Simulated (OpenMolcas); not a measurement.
**Ni2+: effect of the metal basis**

Ni2+ with its 6 nearest fluoride ions at 1.995 Å, on the Mg site of KMgF3 (a = 3.973 Å, distance in the model lattice 1.986 Å). The rest of the host is ab initio model potentials to 7.6 Å and point charges beyond; the distance is set by hand and nothing relaxes.

| Quantity | Value |
| --- | --- |
| Program | OpenMolcas |
| Method | CASSCF |
| Spin-orbit coupling | RASSI with atomic mean-field integrals over the reference wave functions |

Fixed: ligand basis ANO-RCC-VDZP, active space 8 electrons in 5 orbitals (3d), DKH2 Hamiltonian.

States (labels of O, the rotations of Oh). Energies in cm-1 above the lowest state or level, χT in cm3 K/mol; 10Dq and B are least-squares fits to the states below 45000 cm-1, weighted by degeneracy, with a free offset, and given where the rms deviation is under 5 % of |10Dq| (or 100 cm-1) and under 700 cm-1.

```
Run   Metal basis  Ground state  First state of that spin  10Dq  B (rms of fit)  First gap with spin-orbit (degeneracies)  χT at 300 K  First state of another spin                     Cost
  A  ANO-RCC-VDZP           3A2                  3T2 7241  7093       1269 (73)                               6969 (3, 2)        1.423                     1E 18605  roughly 12 core-seconds
  B  ANO-RCC-VTZP           3A2                  3T2 7058  6864       1287 (91)                               6793 (3, 2)        1.430                     1E 18924  roughly 22 core-seconds
```

Against A, |10Dq| changes by -3.2 % in B.

Costs are those of the RASSCF and RASSI steps.

Without dynamic correlation the repulsion within the d shell is too large (B by tens of per cent), so at a given field states of lower spin stand too high. Ligand-to-metal charge-transfer states are missing. With no ligand orbital active B as a rule stays too high, so bands that hang on it stand too high and its fall with covalency is understated. With metal d orbitals alone and no dynamic correlation 10Dq can be off by a tenth to a fifth, either way, in oxide and fluoride hosts. No measured value stands beside these numbers; the geometry was set by hand and not optimised.
